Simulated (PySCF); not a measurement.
**ORD: SMILES C1(Br)=C=CCCCCC1, C8H11Br**

Geometry:
| atom | x (Å) | y (Å) | z (Å) |
| --- | --- | --- | --- |
| Br1 | 0.997 | 1.919 | 2.583 |
| C2 | 0.892 | 1.433 | 0.744 |
| C3 | -0.165 | 1.730 | 0.036 |
| C4 | -1.236 | 1.557 | -0.701 |
| C5 | -1.968 | 0.240 | -0.615 |
| C6 | -1.221 | -0.841 | 0.166 |
| C7 | 0.132 | -1.291 | -0.437 |
| C8 | 1.412 | -0.969 | 0.349 |
| C9 | 1.928 | 0.470 | 0.236 |
| H10 | -1.588 | 2.313 | -1.412 |
| H11 | -2.970 | 0.395 | -0.175 |
| H12 | -2.154 | -0.106 | -1.648 |
| H13 | -1.890 | -1.713 | 0.236 |
| H14 | -1.073 | -0.499 | 1.204 |
| H15 | 0.103 | -2.386 | -0.556 |
| H16 | 0.231 | -0.893 | -1.463 |
| H17 | 2.215 | -1.640 | -0.001 |
| H18 | 1.258 | -1.213 | 1.415 |
| H19 | 2.138 | 0.707 | -0.820 |
| H20 | 2.872 | 0.585 | 0.791 |

Method: TDDFT CAM-B3LYP/aug-cc-pVDZ circular dichroism and optical rotation, one conformer, IEF-PCM tetrahydrofuran (non-equilibrium linear response, no local-field factor) in PySCF. Geometry: PBE0-D3(BJ)/def2-SVP.

The calculation is non-relativistic, which matters for the atoms heavier than Zn. No stereocentre is labelled: unless the shape is locked (an allene, a helicene, a hindered biaryl), the mirror image is equally populated and a measured rotation or CD is zero.

**Question.** Give the optical rotatory dispersion at 633, 589.3, 546, 436, 405, 365, 355 nm.

**Answer.** [α] in deg dm⁻¹ (g/mL)⁻¹:
| λ (nm) | origin-invariant length gauge | modified velocity gauge | length gauge (centre of mass) | isotropic polarisability (au) |
| --- | --- | --- | --- | --- |
| 633 | -360.3 | -361.7 | -360.0 | 138.5 |
| 589.3 | -428.7 | -430.4 | -428.3 | 139.3 |
| 546 | -519.1 | -521.1 | -518.6 | 140.3 |
| 436 | -956.0 | -960.3 | -954.6 | 144.6 |
| 405 | -1192.5 | -1198.2 | -1190.4 | 146.7 |
| 365 | -1668.2 | -1677.3 | -1664.6 | 150.5 |
| 355 | -1834.8 | -1845.3 | -1830.6 | 151.7 |

**Question.** And for the mirror image at 589.3 nm?

**Answer.** +428.7 deg dm⁻¹ (g/mL)⁻¹ (origin-invariant length gauge): the same size and the opposite sign.

**Question.** What is the molar rotation [Φ] = [α]·M/100 of the geometry above at 589.3 nm?

**Answer.** With M = 187.08 g/mol, -802.0 deg cm² dmol⁻¹ (origin-invariant length gauge).

The first excitation lies at 4.67 eV (266 nm) with R = +4.9 × 10⁻⁴⁰ esu² cm² (velocity form).
